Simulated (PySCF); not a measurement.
Isomers of C2H8F3NSi2, one GFN2-xTB conformer each. Single-point energies are computed at PBE0/pcSseg-1 (PySCF, gas phase, no added dispersion term), electronic only.

| SMILES | GFN2-xTB relative energy (kJ/mol) |
| --- | --- |
| FC(F)(F)CN[SiH2][SiH3] | 121.2 |
| C[SiH2][Si@H](N)C(F)(F)F | 160.6 |
| FC(F)(F)CN([SiH3])[SiH3] | 0.0 |
| FC(F)(F)C[SiH2]N[SiH3] | 1.0 |

Conformers: `[F:1][C:2]([F:3])([F:4])[CH2:5][NH:6][SiH2:7][SiH3:8]` with C2–C5–N6–Si7 -83°, C5–N6–Si7–Si8 -172°; `[CH3:1][SiH2:2][Si@H:3]([NH2:4])[C:5]([F:6])([F:7])[F:8]` with C1–Si2–Si3–N4 49°, Si2–Si3–N4–H 61° and -153°; `[F:1][C:2]([F:3])([F:4])[CH2:5][N:6]([SiH3:7])[SiH3:8]` with C2–C5–N6–Si7 -82°; `[F:1][C:2]([F:3])([F:4])[CH2:5][SiH2:6][NH:7][SiH3:8]` with C2–C5–Si6–N7 179°, C5–Si6–N7–Si8 -171°.

Task: What does PBE0/pcSseg-1 give for the same structures?

Result: 
```tsv
SMILES	PBE0/pcSseg-1 E (Eh)	PBE0/pcSseg-1 (kJ/mol)	GFN2-xTB (kJ/mol)	point group
FC(F)(F)C[SiH2]N[SiH3]	-1013.60531	0.0	1.0	C1
C[SiH2][Si@H](N)C(F)(F)F	-1013.58937	41.8	160.6	C1
FC(F)(F)CN([SiH3])[SiH3]	-1013.58052	65.1	0.0	Cs
FC(F)(F)CN[SiH2][SiH3]	-1013.56898	95.4	121.2	C1
```

GFN2-xTB puts FC(F)(F)CN([SiH3])[SiH3] lowest instead; measured from each level's own lowest isomer, the values differ by up to 118.8 kJ/mol (C[SiH2][Si@H](N)C(F)(F)F: 160.6 against 41.8). As drawn, the lowest has an Si–C bond, which the highest lacks; the highest has an Si–Si bond, which the lowest lacks.

Task: Which frontier levels, dipoles and rotational constants go with these structures?

Result: 
```csv
SMILES,"HOMO (eV, PBE0/pcSseg-1)",LUMO (eV),dipole (D),"A, B, C (MHz)"
FC(F)(F)C[SiH2]N[SiH3],-7.63,-0.07,3.06,"4351, 504.5, 498.3"
C[SiH2][Si@H](N)C(F)(F)F,-7.65,-0.41,3.16,"1910, 925.4, 825.2"
FC(F)(F)CN([SiH3])[SiH3],-7.48,-0.01,1.75,"1958, 1056, 814.4"
FC(F)(F)CN[SiH2][SiH3],-7.41,-0.35,1.59,"3592, 563.4, 554.0"
```
